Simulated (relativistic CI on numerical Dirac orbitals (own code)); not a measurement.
**Energy levels of Sn10+**

These numbers are calculated, not measured: Dirac-Coulomb-Breit CI, orbitals from a KLI potential per configuration, model QED (radiative potential, 1s self-energy scaled to tabulated hydrogen-like ionisation energies), unscaled Slater integrals (own radial code, finite nucleus).

Configuration list (outside the closed core [Ar] 3d10): 4s²4p⁶4d⁴, 4s²4p⁵4d⁵, 4s²4p⁶4d³4f, 4s²4p⁶4d³5s, 4s4p⁶4d⁵, 4s²4p⁶4d³5p, 4s²4p⁶4d²4f5s, 4s²4p⁶4d²5s5p, 4s²4p⁶4d³5d, 4s4p⁶4d⁴4f, 4s²4p⁶4d³6s, 4s²4p⁶4d²5s², 4s²4p⁶4d4f5s², 4s²4p⁶4d5s²5p, 4s²4p⁶4d5s²5d, 4p⁶4d⁶, 4p⁵4d⁷, 4s²4p⁶4d²5p², 4s²4p⁶4d4f5p², 4s²4p⁶4d5s5p², 4s²4p⁶4d5p³, 4s²4p⁶4d5p²5d. Double excitations out of closed p, d and f shells are left out; levels of such configurations are missing from the list, as are those of other unlisted configurations, and high levels can miss mixing partners.

The lowest level is 4s²4p⁶4d⁴ ⁵D0, with 87 % of that term; Hund's rules for 4s²4p⁶4d⁴ give ⁵D with J = 0, in agreement.

```
No.  Configuration  Term  J  E (cm⁻¹)   %  Lifetime (s)  jj configuration (%)
  1      4s²4p⁶4d⁴    ⁵D  0       0.0  87                        4d3/2^4 (52)
  2      4s²4p⁶4d⁴    ⁵D  1    2702.0  93      1.04e+00    4d3/2^3 4d5/2 (72)
  3      4s²4p⁶4d⁴    ⁵D  2    6078.6  97      4.88e-01  4d3/2^2 4d5/2^2 (65)
  4      4s²4p⁶4d⁴    ⁵D  3    9537.2  96      5.45e-01  4d3/2^2 4d5/2^2 (52)
  5      4s²4p⁶4d⁴    ⁵D  4   12910.9  92      1.01e+00  4d3/2^2 4d5/2^2 (41)
  6      4s²4p⁶4d⁴    ³P  0   29225.7  75      6.72e-03  4d3/2^2 4d5/2^2 (46)
  7      4s²4p⁶4d⁴    ³H  4   32496.2  63      6.79e-02    4d3/2^3 4d5/2 (68)
  8      4s²4p⁶4d⁴    ³H  5   37910.8  82      2.46e-01  4d3/2^2 4d5/2^2 (96)
  9      4s²4p⁶4d⁴    ³P  1   38107.3  89      8.61e-03  4d3/2^2 4d5/2^2 (50)
 10      4s²4p⁶4d⁴    ³G  3   38181.5  57      2.37e-02  4d3/2^2 4d5/2^2 (53)
 11      4s²4p⁶4d⁴    ³F  2   39886.6  88      2.04e-02  4d3/2^2 4d5/2^2 (53)
 12      4s²4p⁶4d⁴    ³H  6   41016.3  87      2.06e+00  4d3/2^2 4d5/2^2 (75)
 13      4s²4p⁶4d⁴    ³F  4   43228.5  44      1.61e-02    4d3/2 4d5/2^3 (46)
 14      4s²4p⁶4d⁴    ³P  2   46856.0  67      2.69e-02  4d3/2^2 4d5/2^2 (63)
 15      4s²4p⁶4d⁴    ³G  4   47155.1  50      3.63e-02  4d3/2^2 4d5/2^2 (80)
 16      4s²4p⁶4d⁴    ³F  3   48359.3  60      1.91e-02    4d3/2 4d5/2^3 (67)
 17      4s²4p⁶4d⁴    ³G  5   51995.3  82      4.11e-02    4d3/2 4d5/2^3 (96)
 18      4s²4p⁶4d⁴    ³D  3   52906.1  89      1.58e-02  4d3/2^2 4d5/2^2 (41)
 19      4s²4p⁶4d⁴    ³D  2   55778.8  50      1.00e-02    4d3/2 4d5/2^3 (46)
 20      4s²4p⁶4d⁴    ³D  1   57101.8  93      9.79e-03    4d3/2 4d5/2^3 (66)
 21      4s²4p⁶4d⁴    ¹I  6   57684.5  87      2.93e-02    4d3/2 4d5/2^3 (75)
 22      4s²4p⁶4d⁴    ¹G  4   63273.6  62      1.01e-02          4d5/2^4 (54)
 23      4s²4p⁶4d⁴    ¹S  0   64739.7  84      7.60e-03    4d3/2 4d5/2^3 (72)
 24      4s²4p⁶4d⁴    ¹D  2   70577.4  64      8.69e-03  4d3/2^2 4d5/2^2 (53)
 25      4s²4p⁶4d⁴    ¹F  3   74733.4  80      1.26e-02    4d3/2 4d5/2^3 (65)
 26      4s²4p⁶4d⁴    ³P  2   84021.0  87      1.09e-02  4d3/2^2 4d5/2^2 (55)
 27      4s²4p⁶4d⁴    ³F  4   86863.8  90      6.49e-03  4d3/2^2 4d5/2^2 (72)
 28      4s²4p⁶4d⁴    ³F  2   88596.9  87      6.80e-03  4d3/2^2 4d5/2^2 (44)
 29      4s²4p⁶4d⁴    ³F  3   90046.6  86      1.16e-02    4d3/2 4d5/2^3 (92)
 30      4s²4p⁶4d⁴    ³P  1   91542.8  99      7.05e-03    4d3/2 4d5/2^3 (89)
```

Energies count from the lowest computed level; lifetimes are radiative, by E1, M1, E2, M2, E3 decay to levels of this space only. Filled j subshells are mostly left out of the jj labels.

The mean weight of the leading LS term, summed over parents, in these 30 levels is 79 %, and that of the leading jj configuration (from the same eigenvectors) 63 %, so LS coupling describes them better.

At this charge energies of transitions that change n are usually good to better than 1 %, and those within a shell (Δn = 0) to a few per cent. Terms inside the open d or f shell come out 10 to 20 % too wide with unscaled integrals.

Landé's interval rule says that E(J) − E(J−1) = AJ with one A. For the ground term the intervals give A = 2702.0, 1688.3, 1152.9, 843.4 cm⁻¹ for J = 1, 2, 3, 4; the multiplet is regular.

LS names give the leading component of a level, which can be under half, so a name can repeat, a term be missing and a line seem to break the LS rules.
